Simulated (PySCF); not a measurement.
Species: C₄H₁₂GeSi.
Cartesian coordinates in Å at the PBE0-D3(BJ)/def2-SVP level; atoms count from 1:
```
atom  x, y, z in Å
Si1    1.781    0.430    1.370
Ge2    1.144   -1.023   -0.413
C3    -0.660   -0.601   -1.068
C4    -0.896    0.900   -1.366
C5    -1.626    1.026   -0.016
C6    -1.735   -0.510    0.044
H7     3.162    0.100    1.842
H8     1.767    1.858    0.921
H9     0.843    0.294    2.528
H10    1.187   -2.484    0.089
H11    2.166   -0.877   -1.564
H12   -0.881   -1.295   -1.894
H13   -1.577    1.042   -2.220
H14   -0.016    1.544   -1.529
H15   -2.565    1.599    0.000
H16   -0.975    1.430    0.776
H17   -1.527   -0.996    1.010
H18   -2.714   -0.870   -0.309
```

Level of theory: PBE0-D3(BJ)/def2-SVP geometry optimisation, gas phase (PySCF 2.14.0).

Masses are those of the commonest isotopes; rigid-rotor values at the optimised geometry. The values belong to one conformer with, in the numbering `[SiH3:1][GeH2:2][CH:3]1[CH2:4][CH2:5][CH2:6]1`, Si1–Ge2–C3–C4 49°, Ge2–C3–C4–C5 -101°, C3–C4–C5–C6 -16°, C4–C5–C6–C3 16°, Ge2–C3–C6–C5 101°.

Question: Give the principal moments of inertia and the rotational constants in cm⁻¹.

Answer: Ia = 201.30, Ib = 361.61, Ic = 470.54 u·Å²; 505379 MHz·u·Å²/I gives 2511, 1398 and 1074 MHz, that is A = 0.08375, B = 0.04662, C = 0.03583 cm⁻¹.

Question: Classify the top.

Answer: An asymmetric top. Ray's parameter κ = (2B − A − C)/(A − C) = -0.550; −1 is the prolate and +1 the oblate limit.

Question: Is it planar, by Δ = Ic − Ia − Ib?

Answer: Not planar: Δ = Ic − Ia − Ib = -92.37 u·Å². For a rigid frame Δ = −2 Σ m c², so Σ m c² = 46.18 u·Å² lies off the ab plane: 18.11 from hydrogen and 28.07 from heavier atoms. The atom farthest from that plane is 1.95 Å away.

Question: Give the other two planar moments, Paa and Pbb, and the rms extents of the mass along the axes.

Answer: Paa = Σ m a² = (Ib + Ic − Ia)/2 = 315.43 and Pbb = Σ m b² = (Ia + Ic − Ib)/2 = 155.11 u·Å². With the mass M = 161.99 u, the rms extents √(P/M) along a, b and c are 1.40, 0.98, 0.53 Å.

Question: Which lines would a microwave search look for?

Answer: The dipole components are |μa| = 1.09 D, |μb| = 0.20 D, |μc| = 0.00 D; the mirror of this Cs structure is the ab plane, so μc vanishes by symmetry and there are no c-type lines. Intensities carry the squares of the components, which stand as 1.00 : 0.03 (a : b). Some lines, for components of 0.1 D or more:

```
type  branch         J(Ka,Kc)    MHz  lower level (cm⁻¹)
   a       Q  1(1,0) ← 1(1,1)    324               0.120
   a       Q  4(2,2) ← 4(2,3)    802               0.993
   b       Q  1(1,0) ← 1(0,1)   1437               0.082
   b       Q  4(2,2) ← 4(1,3)   3149               0.915
   b       R  2(0,2) ← 1(1,1)   3769               0.120
   a       R  2(1,1) ← 1(1,0)   5267               0.130
   b       R  2(1,2) ← 1(0,1)   5733               0.082
   a       R  3(1,3) ← 2(1,2)   6894               0.274
   b       R  3(1,3) ← 2(0,2)   7745               0.245
   b       R  2(2,0) ← 1(1,1)   8990               0.120
   b       R  3(2,1) ← 2(1,2)  12016               0.274
   b       R  4(4,1) ← 3(3,0)  18816               0.879
```

No frequency check. No vibrational averaging or centrifugal distortion is included, and the geometry carries the error of its method. A rigid rotor knows nothing of internal rotation, which can split or shift real lines.

On one thread, Arm Neoverse V1, shared host, this took 2.2 min of wall time. These figures are those of the optimisation.
